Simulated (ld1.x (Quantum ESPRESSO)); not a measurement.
## Before and after: TM potential for C (Z = 6)

- Element: carbon
- Generator: ld1.x (Quantum ESPRESSO) 7.5
- Type: norm-conserving Troullier–Martins (Kleinman–Bylander form)
- Functional: BLYP
- Relativity: scalar-relativistic
- Frozen core: [He]
- Valence charge: 4
- Reference configuration: 2s1 2p3
- Partial waves: 2p (bound): rc 2.15 bohr; 3d channel at 0.35 Ry: rc 1.90 bohr; 2s (bound): rc 1.25 bohr
- Local potential: the s channel
- Core correction: Bessel-smoothed model core, default radius (core density twice the valence density)

All-electron outer shells of the reference configuration (BLYP, scalar-relativistic, ld1.x):

```json
{"shell": "1s", "level (eV)": "-274.83", "outermost node (bohr)": "–", "outermost maximum (bohr)": "0.17"}
{"shell": "2s", "level (eV)": "-14.05", "outermost node (bohr)": "0.38", "outermost maximum (bohr)": "1.20"}
{"shell": "2p", "level (eV)": "-5.64", "outermost node (bohr)": "–", "outermost maximum (bohr)": "1.19"}
```

Change: functional PBE.

Cutoffs: the cutoffs (Ry, on a coarse ladder) from which the occupation-weighted sum of valence levels, in a spherical-Bessel basis at the reference potential, stays within 10 and 1 mRy of its value at 400 Ry; they do not see the model core or the augmentation charge, which bear on the density cutoff. Errors are all-electron minus pseudo energies relative to the spin-unpolarised reference configuration.

Question: What does the change do?

Answer: The potential gets neither clearly harder nor softer (30 Ry and 70 Ry → 30 Ry and 70 Ry); of the 7 tests that both files solve, the error grows in 2 and shrinks in 1 by more than 15 % and 0.3 meV (median size 26.8 → 20.6 meV); neither file shows a bound ghost.

```csv
quantity,base,changed
"cutoff, loose",30 Ry,30 Ry
"cutoff, tight",70 Ry,70 Ry
bound ghosts,none,none
"error for 2s2 2p2, meV [ΔE -8.39 → -8.48 eV]",-1.7,-5.1
"error for 2s2 2p1, meV [ΔE 2.44 → 2.38 eV]",+97,+86
"error for 2s2 2p0, meV [ΔE 26.62 → 26.54 eV]",+544,+519
"error for 2s1 2p0, meV [ΔE 74.77 → 74.73 eV]",+1053,+1028
"error for 2s2 2p1.5, meV [ΔE -4.45 → -4.51 eV]",+27,+21
"error for 2s2 2p2.3, meV [ΔE -9.53 → -9.64 eV]",-9.0,-11
"error for 2s1 2p2, meV [ΔE 11.08 → 11.14 eV]",+17,+15
s: phases at 2.34 bohr within 0.05 rad from the reference energy up to (Ry; the scan ends near 5),2.2,2.2
p: phases at 2.34 bohr within 0.05 rad from the reference energy up to (Ry; the scan ends near 5),1.8,1.8
d: phases at 2.34 bohr within 0.05 rad from the reference energy up to (Ry; the scan ends near 5),to the end of the scan,to the end of the scan
```
